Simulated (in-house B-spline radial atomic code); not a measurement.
A fraction x of an electron is removed from 4p in the xenon ion Xe⁺, starting from [Kr] 4d10 5s2 5p5 and keeping the highest spin. Level of theory: scalar-relativistic (X2C) B97-1, spin-polarised, spherical fractional occupations, Fermi nucleus of rms radius 4.7859 fm; calculated with a radial B-spline atomic code at the basis-set limit.

Caution: exact exchange at fractional occupations of open shells leaves self-interaction of up to several eV.

| x | E(x) - E(0) (eV) | 4p down level (eV) |
| --- | --- | --- |
| 0 | 0.0000 | -156.688 |
| 0.05 | 7.8554 | -157.528 |
| 0.19 | 30.0748 | -159.898 |
| 0.25 | 39.6994 | -160.923 |
| 0.49 | ? | ? |
| 0.5 | 80.4690 | -165.249 |
| 0.52 | 83.7775 | -165.598 |
| 0.68 | ? | ? |
| 0.79 | 129.1314 | -170.373 |
| 0.99 | 163.5648 | -173.969 |
| 1 | 165.3054 | -174.150 |

(1) What belongs in the row x = 0.49?

(2) What belongs in the row x = 0.68?

(3) Check Janak's theorem between x = 0.05 and 0.19.

Results:

(1) An energy change of 78.8174 eV; 4p down at -165.074 eV.

(2) An energy change of 110.4982 eV; 4p down at -168.416 eV.

(3) The slope of the energy is 158.71 eV; the orbital levels give 158.71 eV (-ε of the emptying orbital, averaged over the two points).
